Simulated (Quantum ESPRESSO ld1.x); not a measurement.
Values are calculated unless marked as measured or tabulated.
Species: Xe XVII. Configuration: [Kr] 4d2 (the NIST ground configuration). Level of theory: Dirac Kohn-Sham, LDA (Slater exchange, Perdew-Zunger correlation), spin-unpolarised, spherical densities, point nucleus; open shells fill j = l - 1/2 first (ld1.x of Quantum ESPRESSO 7.5).

Unscreened Slater integrals over Kohn-Sham orbitals (eV). Large and small components are both included. Empty in this configuration: 4d5/2.

integral          value
F0(4d3/2,4d3/2)  33.273
F2(4d3/2,4d3/2)  17.104
F0(4d3/2,4p3/2)  33.846
F2(4d3/2,4p3/2)  17.535
G1(4d3/2,4p3/2)  22.114
G3(4d3/2,4p3/2)  14.027
F0(4d3/2,4p1/2)  34.315
G1(4d3/2,4p1/2)  22.484
F0(4d3/2,4s1/2)  34.626
G2(4d3/2,4s1/2)  17.414
F0(4d3/2,4d5/2)  33.137
F2(4d3/2,4d5/2)  17.040
G2(4d3/2,4d5/2)  17.015
G4(4d3/2,4d5/2)  11.530
F0(4p3/2,4p3/2)  34.506
F2(4p3/2,4p3/2)  18.177
F0(4p3/2,4p1/2)  34.999
G2(4p3/2,4p1/2)  18.335
F0(4p3/2,4s1/2)  35.326
G1(4p3/2,4s1/2)  24.031
F0(4p3/2,4d5/2)  33.704
F2(4p3/2,4d5/2)  17.462
G1(4p3/2,4d5/2)  22.066
G3(4p3/2,4d5/2)  13.986
F0(4p1/2,4p1/2)  35.525
F0(4p1/2,4s1/2)  35.868
G1(4p1/2,4s1/2)  24.455
F0(4p1/2,4d5/2)  34.164
G3(4p1/2,4d5/2)  14.109
F0(4s1/2,4s1/2)  36.233
F0(4s1/2,4d5/2)  34.470
G2(4s1/2,4d5/2)  17.316
F0(4d5/2,4d5/2)  33.003
F2(4d5/2,4d5/2)  16.980
F4(4d5/2,4d5/2)  11.506
